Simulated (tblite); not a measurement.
**Question.** Give a GFN2-xTB geometry of `CCC[SiH2][SiH2][SiH2]F`.

**Answer.** 
```
atom  x, y, z in Å
C1    -2.142    1.176    0.204
C2    -1.312    0.692   -0.977
C3    -1.150   -0.826   -1.002
Si4   -0.301   -1.575    0.534
Si5    1.626   -0.414    1.120
Si6    2.994    0.393   -0.558
F7     2.155    1.517   -1.369
H8    -2.309    2.249    0.137
H9    -1.636    0.967    1.144
H10   -3.111    0.680    0.219
H11   -0.330    1.167   -0.945
H12   -1.795    1.014   -1.904
H13   -0.572   -1.095   -1.889
H14   -2.133   -1.285   -1.129
H15   -0.007   -2.978    0.193
H16   -1.277   -1.657    1.633
H17    1.292    0.697    2.033
H18    2.470   -1.288    1.956
H19    4.199    1.133   -0.196
H20    3.333   -0.558   -1.615
```

Any rigid rotation of these coordinates is as good. Atoms count from 1 in this order. Si5 (SiH2 silicon) is distorted tetrahedral (angles from 103.0° to 118.8°). Si4 (SiH2 silicon) is distorted tetrahedral (angles from 104.6° to 112.9°). Si6 (fluorine-bound silicon) is distorted tetrahedral (angles from 101.5° to 119.0°). Of the pairs four or more bonds apart, Si4···H9 is among the closest relative to their van der Waals radii: 2.94 Å, 89 % of the sum of Bondi's values.

Bonds between heavy atoms (Å): C1–C2 1.522, C2–C3 1.527, C3–Si4 1.908, Si4–Si5 2.325, Si5–Si6 2.311, Si6–F7 1.620.

Structure optimised with GFN2-xTB, isolated species.

Point group: C1 (no symmetry element, even within 0.4 Å). Its lowest GFN2-xTB frequency is 13i cm⁻¹, too small to tell a flat minimum from a shallow saddle. The numbers are those of one conformer (C1–C2–C3–Si4 -60°, C2–C3–Si4–Si5 -47°, C3–Si4–Si5–Si6 -38°, Si4–Si5–Si6–F7 65°).

On Arm Neoverse N1, one thread, on a shared host, this took 3.0 s wall. This is the geometry optimisation.

All values are computed, not measured.
